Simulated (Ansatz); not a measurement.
One change: `[NH2][Al]([F])[TeH]` becomes `[NH2][Al]([F])[Cl]`.

Ansatz, PBE0-D4/def2-TZVP geometries, multiplicity 1. Each molecule was computed in one conformer, which needn't be the lowest.

Elements past krypton have def2 core potentials.

```json
{"property": "size of the dipole moment (B3LYP/def2-TZVPP) / D", "`[NH2][Al]([F])[TeH]`": "2.01"}
{"property": "zero-point energy (PBE0-D4/def2-TZVP) / kJ/mol", "`[NH2][Al]([F])[TeH]`": "93.0"}
{"property": "LUMO energy (B3LYP/def2-TZVPP) / eV", "`[NH2][Al]([F])[TeH]`": "-0.97"}
{"property": "HOMO energy (B3LYP/def2-TZVPP) / eV", "`[NH2][Al]([F])[TeH]`": "-6.53"}
{"property": "size of the dipole moment (ωB97M-V/def2-TZVPP) / D", "`[NH2][Al]([F])[TeH]`": "1.98"}
{"property": "HOMO energy (PBE/def2-TZVPP) / eV", "`[NH2][Al]([F])[TeH]`": "-5.72"}
```

What does the change do to each property? (Best estimate.)

The calculation gave: 
```tsv
property	`[NH2][Al]([F])[Cl]`	shift
size of the dipole moment (B3LYP/def2-TZVPP) / D	2.44	0.43
zero-point energy (PBE0-D4/def2-TZVP) / kJ/mol	79.0	-14.0
LUMO energy (B3LYP/def2-TZVPP) / eV	-0.94	0.03
HOMO energy (B3LYP/def2-TZVPP) / eV	-7.77	-1.24
size of the dipole moment (ωB97M-V/def2-TZVPP) / D	2.42	0.44
HOMO energy (PBE/def2-TZVPP) / eV	-6.59	-0.87
```

With PBE0 the HOMO falls by 1.26 eV and the LUMO rises by 0.12 eV, so the gap widens by about 1.38 eV. PBE moves the HOMO by -0.87 eV and ωB97M-V by -1.62 eV. The zero-point energy changes by -14.0 kJ/mol with -3 modes. Dipoles are sizes alone; their direction can turn.

B3LYP here is the variant with VWN-RPA as its local correlation; programs differ in this.

Spin–orbit coupling is left out; it splits and shifts lone-pair levels of the heavy atoms by tenths of an eV.
